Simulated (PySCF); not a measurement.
La²⁺: excitation energy

La²⁺ [Xe] 5d1 (2D) → La²⁺ [Xe] 4f1 (2F), as a difference of total energies. Calculation: PySCF 2.14, in x2c-TZVPPall with one added diffuse shell each of s, p, d type (12s8p8d3f1g, 106 functions); the spin-free X2C one-electron Hamiltonian (Gaussian nucleus). Correlated levels: valence: [Kr] 4d10 frozen. The calculations carry no spin-orbit coupling.

| method | excitation energy (eV) |
| --- | --- |
| UHF | 5.172 |
| MP2 (valence) | 4.915 |
| SCS-MP2 (valence) | 4.924 |
| CCSD (valence) | 4.883 |
| CCSD(T) (valence) | 4.847 |

Problem. How much does correlation contribute at CCSD(T) (valence)?

Solution. 4.847 − (5.172) = -0.325 eV, measured against UHF.

A first-order spin-orbit estimate (lowest level to lowest level, LS coupling) adds 0.060 eV.
